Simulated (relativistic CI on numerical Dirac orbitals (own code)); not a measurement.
**What each ingredient does to the levels of K VIII**

Base calculation: Dirac-Coulomb-Breit CI, orbitals from a KLI potential per configuration, model QED, unscaled Slater integrals.

CI space (outside the closed core [Ne]): 3s2, 3s 3p, 3p2, 3s 3d, 3d2, 3p 3d, 3p 4s, 3s 4s, 3s 4p, 3d 4s, 3s 4d, 3s 4f, 3s 5s, 3s 5p, 3s 5d, 4s2, 3s 5f, 3s 5g, 3s 6s, 3s 6p, 3s 6d. Levels of other configurations are missing.

Variants: (1) valence Slater integrals scaled by 0.9; (2) QED terms removed. Shifts of the energy above 3s2 1S_0, in cm⁻¹, for the lowest level and the first level of each name with at least 55 % of one term (blank where a level changes its place among those of its configuration and J or its character, or is not in the variant):

```
      Level    Base   Δ(1)  Δ(2)  Measured
   3s2 1S_0       0      0     0         0
3s 3p 3P°_0  126650     +4  +155    128097
3s 3p 3P°_1  127754      0  +152    129209
3s 3p 3P°_2  130097     +1  +146    131582
3s 3p 1P°_1  195677  -5601  +156    192537
   3p2 1D_2  299319  +1033  +274    300317
   3p2 3P_0  305102   -816  +315    304820
   3p2 3P_1  306427   -798  +311    306179
   3p2 3P_2  308934   -740  +303    308756
   3p2 1S_0  361825  -5926  +299    357590
 3s 3d 3D_1  370183  -1523  +146    368127
 3s 3d 3D_2  370246  -1523  +145    368206
 3s 3d 3D_3  370350  -1523  +144    368337
 3s 3d 1D_2  429348  -8116  +184    419030
3p 3d 3F°_2  503421   +581  +310    503756
3p 3d 3F°_3  504828   +587  +306    505184
3p 3d 3F°_4  506559   +586  +301    506945
3p 3d 1D°_2  511248    -49  +305    510993
3p 3d 3P°_2  538218  -3025  +307    535330
3p 3d 3P°_1  539170  -3046  +306    536211
3p 3d 3P°_0  540232  -3020  +302    537314
3p 3d 3D°_1  541519  -3094  +305    538541
```

At this charge configurations can still be misplaced by up to about 7 % of their energy. 61 of the 65 excited levels that our extract of the measured tables holds in this range could be paired (the sources list more); they are missed by 2782 cm⁻¹ on average and 15108 at most, and levels without a partner can miss by more.

Measured levels: Sansonetti, J. Phys. Chem. Ref. Data 37, 7 (2008).

Ionisation energy from the two ground configurations alone: base 152.666 eV. The NIST ASD value (semi-empirical) is 154.87 eV.
